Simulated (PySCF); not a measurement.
# Electron correlation in La⁺ (lanthanum, charge +1)

[Xe] 5d2, high-spin 3F determinant. Calculation: PySCF 2.14, in cc-pVDZ-X2C (8s7p5d3f1g, 84 functions); scalar relativity by spin-free X2C-1e. Frozen: [Ar] 3d10; 28 electrons correlated.

```tsv
level	correlation energy (mhartree)
CCSD	-659.51
(T)	-13.66
CCSD(T)	-673.17
```

Diagnostics: T1 = 0.0048, D1 = 0.0181, largest double amplitude 0.025.

Spin-orbit coupling, absent here, splits the open shell strongly.

Cost of the coupled-cluster step: about 80 core-seconds, for 28 correlated electrons.

Iterations:

```
CC2 = 0
CCSD nocc = (np.int64(15), np.int64(13)), nmo = (70, 70)
frozen orbitals [[0, 1, 2, 3, 4, 5, 6, 7, 8, 9, 10, 11, 12, 13], [0, 1, 2, 3, 4, 5, 6, 7, 8, 9, 10, 11, 12, 13]]
max_cycle = 100
direct = 0
conv_tol = 1e-08
conv_tol_normt = 1e-06
diis_space = 8
diis_start_cycle = 0
Init t2, MP2 energy = -0.68935555498944
Init E_corr(UCCSD) = -0.689355554989858
cycle = 1  E_corr(UCCSD) = -0.645192059732732  dE = 0.0441634953  norm(t1,t2) = 0.0580043
cycle = 2  E_corr(UCCSD) = -0.659241677959165  dE = -0.0140496182  norm(t1,t2) = 0.0148616
cycle = 3  E_corr(UCCSD) = -0.658699480907468  dE = 0.000542197052  norm(t1,t2) = 0.00557375
cycle = 4  E_corr(UCCSD) = -0.659613468594673  dE = -0.000913987687  norm(t1,t2) = 0.00202805
cycle = 5  E_corr(UCCSD) = -0.659517041721359  dE = 9.64268733e-05  norm(t1,t2) = 0.000482957
cycle = 6  E_corr(UCCSD) = -0.65950552042197  dE = 1.15212994e-05  norm(t1,t2) = 0.000112118
cycle = 7  E_corr(UCCSD) = -0.659514474010471  dE = -8.9535885e-06  norm(t1,t2) = 4.87126e-05
cycle = 8  E_corr(UCCSD) = -0.659512878361434  dE = 1.59564904e-06  norm(t1,t2) = 1.54911e-05
cycle = 9  E_corr(UCCSD) = -0.659512608139094  dE = 2.7022234e-07  norm(t1,t2) = 3.36337e-06
cycle = 10  E_corr(UCCSD) = -0.659512797912102  dE = -1.89773008e-07  norm(t1,t2) = 8.99398e-07
cycle = 11  E_corr(UCCSD) = -0.659512770854768  dE = 2.70573334e-08  norm(t1,t2) = 2.87466e-07
cycle = 12  E_corr(UCCSD) = -0.659512773766714  dE = -2.91194546e-09  norm(t1,t2) = 7.77552e-08
UCCSD converged
E(UCCSD) = -8489.771815006081  E_corr = -0.6595127737667139
UCCSD(T) correction = -0.0136636651204155
```

This basis was not built for core-valence correlation, so the inner-shell part is incomplete.
